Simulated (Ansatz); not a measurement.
Species: CNSi, charge -1, multiplicity 1. 
Geometry from a B3LYP-D3(BJ)/def2-TZVP (Ansatz, an electronic-structure program) optimisation:
```xyz
3

Si     0.0000     0.0000    -1.1981
C      0.0000     0.0000     0.6569
N      0.0000     0.0000     1.8331
```
Charge -1, spin multiplicity 1.

Basis-set convergence of Hartree-Fock and CCSD(T) correlation energies (hartree) with Ansatz. Cores are frozen in the correlated levels unless marked. Spin-orbit coupling is left out. No relativistic terms.

The Hartree-Fock reference is unstable (checked in the largest basis), which strains HF and MP2. 

```tsv
basis	functions	E(HF)	E(corr, CCSD(T))
aug-cc-pV(D+d)Z	78	-381.20386	-0.41658
aug-cc-pV(T+d)Z	147	-381.23131	-0.48849
aug-cc-pV(Q+d)Z	249	-381.23855	-0.50991
```

Extrapolating the two largest sets (X = 3 and 4) as X^-3: E(corr) = (64·(-0.50991) - 27·(-0.48849))/37 = -0.5255 Eh, an estimate of the basis-set limit. The largest set recovers 97.0 % of it, the smallest 79.3 %.
